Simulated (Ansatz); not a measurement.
Ideal-gas functions of C₃H₄AlF (`C=[C]1[AlH][CH]1F`) at 500 K and 1 bar, from an Ansatz frequency run at PBE0-D4/def2-TZVP.

Molar mass 86.04 g/mol, point group C1 (symmetry number 1), electronic degeneracy 1, moments of inertia 96.2, 129.256, 207.41 u Å². Harmonic wavenumbers (cm⁻¹, unscaled): 133, 201, 246, 411, 474, 516, 601, 640, 725, 873, 948, 992, 1068, 1121, 1324, 1438, 1655, 1961, 3056, 3118, 3210.

Use S(trans) = R[1.5 ln M + 2.5 ln T − 1.1517]; rotational temperatures θ = 24.2544 K / I; S(rot) = R[ln(√π/σ · √(T³/θAθBθC)) + 1.5]; for each mode x = 1.438777 ν̃/T, S = R[x/(eˣ − 1) − ln(1 − e⁻ˣ)] and H = RT x/(eˣ − 1); 1 cm⁻¹ = 0.0119627 kJ/mol; R = 8.31446 J/(mol·K).

Task: By hand: the entropy, in J/(mol·K).

Result: Translation 175.2. Rotation: θ = 0.2521, 0.1876, 0.1169 K, giving 116.3. Vibration, mode by mode: 16.35, 12.98, 11.36, 7.39, 6.35, 5.75, 4.72, 4.32, 3.56, 2.55, 2.15, 1.94, 1.63, 1.45, 0.90, 0.69, 0.41, 0.20, 0.01, 0.01, 0.01, in all 84.7. Electronic 0.0. Sum 376.2 J/(mol·K).

Task: By hand: H − E and G − E in kJ/mol, counted from the electronic energy.

Result: Zero-point energy ½ × 24711 × 0.0119627 = 147.8; thermal vibration 24.0; translation, rotation and pV give 4 RT = 16.6. H − E = 188.4 kJ/mol, and G − E = 188.4 − 500 × 376.2/1000 = 0.3 kJ/mol.

Vibration gives 23 % of the entropy, 16.4 J/(mol·K) of it from the mode under 150 cm⁻¹: soft modes count most, and the harmonic formula is weakest for them. The sum counts one conformer and one mirror image; others add a mixing term.
